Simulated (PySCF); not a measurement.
**`O[SiH2][Si@@H]1C[C@@H]1Cl`, C2H7ClOSi2**

Geometry:
```
atom   x (Å)   y (Å)   z (Å)
  O1   2.369  -0.352  -0.102
 Si2   1.237  -1.379  -0.627
 Si3  -0.857  -0.560  -0.139
  C4  -1.142   1.315  -0.028
  C5  -0.952   0.661   1.331
 Cl6   0.527   1.118   2.202
  H7   2.275   0.134   0.718
  H8   1.409  -2.695   0.001
  H9   1.507  -1.448  -2.059
 H10  -2.129  -1.274  -0.233
 H11  -2.114   1.762  -0.184
 H12  -0.351   1.985  -0.340
 H13  -1.783   0.733   2.020
```

Computed with TDDFT BHandHLYP/def2-SVPD circular dichroism and optical rotation, one conformer, gas phase in PySCF 2.14.0. Geometry: GFN2-xTB.

The molecule is flexible and this is one conformer; a measurement averages over conformers.

(1) What are the CIP labels of the stereocentres?

(2) List the lowest 12 singlet excitations with oscillator and rotatory strengths.

Results:

(1) Si3 R, C5 S.

(2) Rotatory strengths R in 10⁻⁴⁰ esu² cm², velocity form and length form (origin at the centre of mass); f in length form.
| state | E (eV) | λ (nm) | f | R (velocity) | R (length) | main |
| --- | --- | --- | --- | --- | --- | --- |
| 1 | 5.61 | 221 | 0.037 | -33.4 | -30.2 | HOMO→LUMO 0.85 |
| 2 | 5.87 | 211 | 0.099 | +68.1 | +63.9 | HOMO→LUMO+1 0.72 |
| 3 | 6.33 | 196 | 0.048 | -11.5 | -11.5 | HOMO→LUMO+2 0.59, HOMO→LUMO+1 0.10 |
| 4 | 6.41 | 193 | 0.016 | -29.0 | -29.3 | HOMO−1→LUMO 0.80 |
| 5 | 6.79 | 183 | 0.099 | +6.4 | +6.6 | HOMO−1→LUMO+1 0.53, HOMO−2→LUMO 0.22 |
| 6 | 7.09 | 175 | 0.014 | -7.2 | -8.1 | HOMO→LUMO+3 0.64, HOMO−2→LUMO 0.13 |
| 7 | 7.14 | 174 | 0.018 | +31.5 | +33.9 | HOMO−2→LUMO 0.48, HOMO→LUMO+3 0.21 |
| 8 | 7.23 | 171 | 0.004 | -2.3 | -2.2 | HOMO→LUMO+4 0.41, HOMO→LUMO+2 0.14 |
| 9 | 7.32 | 169 | 0.022 | +18.7 | +18.8 | HOMO−1→LUMO+2 0.26, HOMO−2→LUMO+1 0.22 |
| 10 | 7.46 | 166 | 0.015 | +8.9 | +8.1 | HOMO→LUMO+5 0.48, HOMO−2→LUMO+1 0.22 |
| 11 | 7.56 | 164 | 0.011 | -9.4 | -8.9 | HOMO→LUMO+5 0.26, HOMO−3→LUMO 0.16 |
| 12 | 7.69 | 161 | 0.012 | +43.7 | +42.2 | HOMO−3→LUMO 0.43, HOMO−2→LUMO+1 0.16 |

Among the states computed, the strongest CD band (largest |R|) is state 2. The largest dissymmetry factor in size, g = 4R/(D+G), with D and G the electric and magnetic dipole strengths, is +0.036 for state 12 (velocity form, f = 0.014), among bands with |R| over 0.5. The mirror image has the same energies and oscillator strengths and all R with the opposite sign.
